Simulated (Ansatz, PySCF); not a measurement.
Gas-phase reaction (SMILES): OB(Br)Br [dibromoborinic acid] + 3 [H][H] (H2) → B (BH3) + 2 Br (HBr) + O (H2O); energy of full hydrogenation.

Structures are relaxed separately at B3LYP-D3(BJ)/def2-TZVP in Ansatz (an electronic-structure program), one conformer each, not searched for the lowest. Cores are frozen in the correlated levels unless marked. No spin-orbit coupling. The frozen core is the preceding noble-gas configuration, with the filled d and f shells of earlier blocks. No relativistic terms. CBS(X,Y): correlation extrapolated as X^-3; Hartree-Fock from the larger set (for Q and 5 zeta extrapolated as (X+1)exp(-9√X)). Thermal terms are rigid-rotor harmonic-oscillator values from B3LYP-D3(BJ) frequencies (Ansatz or PySCF) at 298.15 K and 1 atm. 1 Eh = 627.5095 kcal/mol.

```json
[
 {"species": "OB(Br)Br", "E, CCSD(T)/CBS(cc-pVQZ,cc-pV5Z) (Ansatz) (Eh)": "-5246.05938", "E, B3LYP-D3(BJ)/def2-TZVPD (Ansatz + dftd3) (Eh)": "-5249.22571", "H - E (Eh)": "0.02594"},
 {"species": "[H][H] (H2)", "E, CCSD(T)/CBS(cc-pVQZ,cc-pV5Z) (Ansatz) (Eh)": "-1.17453", "E, B3LYP-D3(BJ)/def2-TZVPD (Ansatz + dftd3) (Eh)": "-1.17983", "H - E (Eh)": "0.01336"},
 {"species": "B (BH3)", "E, CCSD(T)/CBS(cc-pVQZ,cc-pV5Z) (Ansatz) (Eh)": "-26.54862", "E, B3LYP-D3(BJ)/def2-TZVPD (Ansatz + dftd3) (Eh)": "-26.62529", "H - E (Eh)": "0.03008"},
 {"species": "Br (HBr)", "E, CCSD(T)/CBS(cc-pVQZ,cc-pV5Z) (Ansatz) (Eh)": "-2573.28264", "E, B3LYP-D3(BJ)/def2-TZVPD (Ansatz + dftd3) (Eh)": "-2574.79060", "H - E (Eh)": "0.00927"},
 {"species": "O (H2O)", "E, CCSD(T)/CBS(cc-pVQZ,cc-pV5Z) (Ansatz) (Eh)": "-76.37670", "E, B3LYP-D3(BJ)/def2-TZVPD (Ansatz + dftd3) (Eh)": "-76.46738", "H - E (Eh)": "0.02495"}
]
```

Problem. Work out ΔE and ΔH at 298.15 K at the first level, then ΔH at the second.

Solution. 
1. ΔE = [(-26.54862) + 2×(-2573.28264) + (-76.37670)] - [(-5246.05938) + 3×(-1.17453)] = 0.09237 Eh = 58.0 kcal/mol at CCSD(T)/CBS(cc-pVQZ,cc-pV5Z).
2. The terms H - E add up to 0.00755 Eh, so ΔH = (0.09237 + (0.00755))×627.5095 = 62.7 kcal/mol.
3. At B3LYP-D3(BJ)/def2-TZVPD the same steps give ΔE = 57.3 and ΔH = 62.0 kcal/mol, a shift of -0.7 from the first level.
4. These values are not checked against measurement here, since the tables used lack a sound gas-phase enthalpy of formation for at least one species.
